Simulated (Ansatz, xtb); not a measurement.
Energy difference 2 R1 + 2 R2 + R3 → 4 P1 + P2, each structure at its B3LYP-D3(BJ)/def2-TZVP stationary point, reached from a drawn start (curvature not checked).
P1: H2 (SMILES [H][H]), charge 0, multiplicity 1.
R1, HCl (SMILES Cl) (charge 0, multiplicity 1, Z-matrix in Å and degrees):
```
Cl
H 1 1.2820
```
R2, HF (SMILES F) (charge 0, multiplicity 1):
```xyz
2

F      0.000     0.000     0.462
H      0.000     0.000    -0.462
```
R3: SiH4 (SMILES [SiH4]), charge 0, multiplicity 1.
P2, Cl2F2Si (SMILES F[Si](F)(Cl)Cl) (charge 0, multiplicity 1):
```xyz
5

Si    -0.0029    -0.0796     0.0018
F     -0.1635    -1.0327    -1.2434
F      0.0912    -0.9853     1.2885
Cl    -1.6248     1.1122     0.1426
Cl     1.7000     0.9856    -0.1895
```

P less R. No zero-point or thermal terms.

Correlated levels freeze the cores.

Programs: Ansatz (Gaussian basis) for Hartree–Fock, density functionals and correlated methods; xtb for the GFN methods. All values are computed, each at the level named.

Predict the reaction energy from GFN2-xTB.

-63.6 kcal/mol

What is the computed reaction energy (MP2/cc-pV(D+d)Z)?

-82.5 kcal/mol

What is the computed reaction energy (CCSD(T)/cc-pV(Q+d)Z)?

-95.6 kcal/mol

Ansatz is an electronic-structure program.
